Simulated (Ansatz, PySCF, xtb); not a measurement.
Gas-phase reaction 2 R1 + R2 → 2 P1 + P2, each structure at its B3LYP-D3(BJ)/def2-TZVP stationary point, reached from a drawn start (curvature not checked).
P1, H2 (SMILES [H][H]) (charge 0, multiplicity 1):
```tsv
atom	x (Å)	y (Å)	z (Å)
H	0.0000	0.0000	0.3720
H	0.0000	0.0000	-0.3720
```
R1: HF (SMILES F), charge 0, multiplicity 1.
R2, SiH4 (SMILES [SiH4]) (charge 0, multiplicity 1, Z-matrix in Å and degrees):
```
Si
H 1 1.4803
H 1 1.4803 2 109.47
H 1 1.4803 2 109.47 3 120.00
H 1 1.4803 2 109.47 3 -120.00
```
P2: F2H2Si (SMILES F[SiH2]F), charge 0, multiplicity 1.

P less R. No zero-point or thermal terms.

Frozen-core correlation throughout.

The values were computed with Ansatz (a program for electronic structure); PySCF for the D3/D4 terms; xtb for the GFN methods. All values are computed, each at the level named.

| level | reaction energy (kJ/mol) |
|---|---|
| GFN2-xTB | -268.0 |
| PBE-D3(BJ)/def2-TZVPP | -222.4 |
| r2SCAN-D4/def2-TZVPP | -249.5 |
| B3LYP/def2-TZVPP | -238.6 |
| BHLYP/def2-TZVPP | -242.3 |
| CAM-B3LYP-D4/def2-TZVPP | -244.7 |
| wB97M-V/def2-TZVPP | ? |
| CCSD(T)/cc-pV(D+d)Z | ? |
| CCSD(T)/cc-pV(Q+d)Z | ? |

Task: What belongs in the gaps?

Result: 
- wB97M-V/def2-TZVPP, reaction energy (kJ/mol): -241.6
- CCSD(T)/cc-pV(D+d)Z, reaction energy (kJ/mol): -195.0
- CCSD(T)/cc-pV(Q+d)Z, reaction energy (kJ/mol): -244.5
